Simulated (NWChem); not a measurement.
# CH$_{3}$ClMoO$_{3}$; SMILES C[O][Mo](=[O])(=[O])[Cl]

```xyz
9

Mo     0.2755    -0.0680    -0.0002
O      1.2679    -0.0161     1.3414
O      1.2774    -0.0224    -1.3349
Cl    -0.9309    -1.9999     0.0001
O     -0.8291     1.3889    -0.0073
C     -1.0317     2.7717     0.0007
H     -2.1147     2.9693    -0.0015
H     -0.5885     3.2203     0.9043
H     -0.5830     3.2310    -0.8949
```
Atoms are numbered in this order, from 1.

Results from NWChem. Structure relaxed at the PBE0/def2-SVP level. No frequency run checked for a minimum. def2 effective core potentials on Mo; no spin-orbit coupling. Level TPSS/def2-SVP: energy and gradient; each run changes one setting, and changes count from the defaults (medium grid, exact Coulomb integrals, symmetry on).

```tsv
setting	size of the energy change (μHa)	largest change of a gradient component (μHa/bohr)
defaults	< 10	< 30
Becke weights	< 10	100
symmetry off	< 10	other frame
extra-fine grid	10	40
tight SCF thresholds and tolerances	< 10	80
```
